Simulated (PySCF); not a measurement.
**Ionisation energy of W⁺ by level of theory**

W⁺ [Xe] 4f14 5d4 6s1 (6D) → W²⁺ [Xe] 4f14 5d4 (5D), as a difference of total energies. Computed with PySCF 2.14 in aug-cc-pV5Z-PP with ECP60MDF (8s8p7d5f4g3h2i, 197 functions), with scalar relativity through the core potential. The calculations carry no spin-orbit coupling.

| method | ionisation energy (eV) |
| --- | --- |
| UHF | 14.994 |
| PBEsol | 16.364 |
| M06-2X | 16.099 |

The reference lies between the lowest fine-structure levels, while these numbers refer to the centres of the terms.

For comparison: 16.37 ± 0.15 eV (semi-empirical (NIST evaluation); NIST Atomic Spectra Database, ionization energies).
